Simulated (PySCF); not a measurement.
**C₆ coefficients of unlike pairs at PBE**

Calculated with PySCF 2.14 from the dipole response of each species, C₆(A,B) = (3/π) ∫ α_A(iu) α_B(iu) du, in atomic units, from isotropic polarisabilities. For ions this is the dispersion term alone; charge-induced terms of lower order in 1/R come first.

| species | configuration | basis | relativity | α (bohr³) | C₆ (like pair) |
| --- | --- | --- | --- | --- | --- |
| Cl⁺ | [Ne] 3s2 3p4 (3P) | aug-cc-pwCVDZ (6s5p3d) | none | 8.710 | 42.16 |
| Ca⁺ | [Ar] 4s1 (2S) | aug-cc-pwCVTZ-X2C (9s8p6d3f) | spin-free X2C | 79.30 | 576.2 |
| P³⁺ | [Ne] 3s2 (1S) | def2-QZVPPD (10s6p5d2f1g) | none | 6.685 | 16.83 |
| Se | [Ar] 3d10 4s2 4p4 (3P) | x2c-QZVPPall with one added diffuse shell each of s, p, d, f type (12s9p6d5f1g) | spin-free X2C | 27.65 | 233.0 |

Question: Estimate C₆ for Ca⁺ with Cl⁺.

Answer: The integral gives 117.6. The combination rule 2 C_A C_B / (C_A α_B/α_A + C_B α_A/α_B) gives 108.7 and the geometric mean 155.9.

No spin-orbit coupling is included.

The other pairs:

```csv
pair,C₆
"Se, Cl⁺",95.95
"Se, Ca⁺",319.3
"Se, P³⁺",62.40
"P³⁺, Ca⁺",82.16
"P³⁺, Cl⁺",26.19
```
